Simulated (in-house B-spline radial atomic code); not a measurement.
Radial electron density of Er⁺, [Kr] 4d9 4f12 5s2 5p6 6s1 6p1. Computed with a radial B-spline atomic code at the basis-set limit: scalar-relativistic (X2C) r2SCAN, spin-polarised, spherical fractional occupations, Fermi nucleus of rms radius 5.2516 fm.

One-electron X2C: radii and densities carry no picture-change correction, so inner-shell <1/r> comes out high (for 1s by about 2 % at Z = 33, 5 % at 54, 10 % at 75, 30 % at 118) and <r> low.

Columns: r (bohr), 4πr²n(r) (electrons per bohr), bar.

```
0.000466    2.812 #
0.000586    3.925 #
0.000737    5.458 ##
0.000928    7.566 ###
 0.00117    10.44 ####
 0.00147    14.23 #####
 0.00185    19.26 #######
 0.00233    25.77 #########
 0.00293    33.89 ############
 0.00368    43.64 ################
 0.00463    54.94 ####################
 0.00583    67.09 ########################
 0.00734    78.79 #############################
 0.00923    88.19 ################################
  0.0116    93.35 ##################################
  0.0146       93 ##################################
  0.0184     87.8 ################################
  0.0231    81.79 ##############################
  0.0291    81.15 #############################
  0.0366     90.8 #################################
  0.0461    108.3 #######################################
   0.058    121.4 ############################################
   0.073    117.7 ###########################################
  0.0918    100.8 #####################################
   0.116    91.59 #################################
   0.145    101.6 #####################################
   0.183    108.9 #######################################
    0.23    87.81 ################################
    0.29    56.96 #####################
   0.365    51.28 ###################
   0.459    59.41 ######################
   0.577    51.73 ###################
   0.726    32.53 ############
   0.914    19.48 #######
    1.15    13.65 #####
    1.45    8.795 ###
    1.82    4.286 ##
    2.29    1.681 #
    2.88   0.9122 
    3.63   0.7014 
    4.56    0.426 
    5.74   0.1596 
    7.23  0.03332 
    9.09 0.003667 
    11.4 0.000198 
    14.4 3.841e-06
```

On this grid the curve has 4 maxima, near 0.0116, 0.058, 0.183, 0.459 bohr.

The 6p up radial function P(r) = rR(r), positive near the nucleus:

```tsv
r (bohr)	P
0.00117	0.0006522
0.00185	0.001331
0.00293	0.002757
0.00463	0.005694
0.00734	0.01163
0.0116	0.02271
0.0184	0.04113
0.0291	0.06393
0.0461	0.07377
0.073	0.03443
0.116	-0.06246
0.183	-0.0975
0.29	0.05514
0.459	0.1473
0.726	-0.09696
1.15	-0.2637
1.82	0.03822
2.88	0.4917
4.56	0.5083
7.23	0.166
11.4	0.01384
```
